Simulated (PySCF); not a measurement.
Cl₂Zn, SMILES [Cl][Zn-][Cl] (connectivity only; charge and spin as stated), charge -1, multiplicity 2. Atoms are numbered in the order given.

```xyz
3

Zn     0.0000     0.0000     0.6285
Cl     0.0000     2.0102    -0.5545
Cl     0.0000    -2.0102    -0.5545
```
Charge -1, spin multiplicity 2.

Coordinates come from a B3LYP-D3(BJ)/def2-SVPD optimisation.

All values below come from PBE/def2-TZVPD (PySCF).

Gas-phase values at a fixed geometry. A positive occupied level means that this level leaves the electron formally unbound; only the finite basis holds it.

Computed frontier levels, dipole moment and polarisability:
| Quantity | Value |
|---|---|
| α spin, highest occupied and lowest empty level | 0.28 and 2.70 eV |
| β spin, highest occupied and lowest empty level | -2.19 and 1.22 eV |
| dipole moment about the centre of nuclear charge | 1.30 D |
| mean static polarisability | 98.3 bohr³ (14.56 Å³) |
| polarisability, principal values | 75.6, 102.2, 116.9 bohr³ |
| ⟨S²⟩ | 0.752 (pure state 0.75) |
